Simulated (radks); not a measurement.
Values are calculated unless marked as measured or tabulated.
Removal energies from the niobium ion Nb5+, [Kr], by Delta-SCF beside the eigenvalue of the level emptied. Code: a radial shooting solver on a logarithmic mesh with Libxc functionals. Model: scalar-relativistic Kohn-Sham, PBE, spin-polarised, spherical densities, finite nucleus; Fermi nuclear charge, rms radius of each element as measured or else 0.836 A^(1/3) + 0.57 fm. Open shells are filled with parallel spins first.

| removed from | final configuration | Delta-SCF (eV) | -eigenvalue (eV) |
|---|---|---|---|
| 4p | [Ar] 3d10 4s2 4p5 | 102.47 | 94.006 |
| 4s | [Ar] 3d10 4s1 4p6 | 128.22 | 119.13 |
| 3d | [Ar] 3d9 4s2 4p6 | 280.02 | 260.51 |
| 3p | [Ne] 3s2 3p5 3d10 4s2 4p6 | 429.70 | 410.96 |
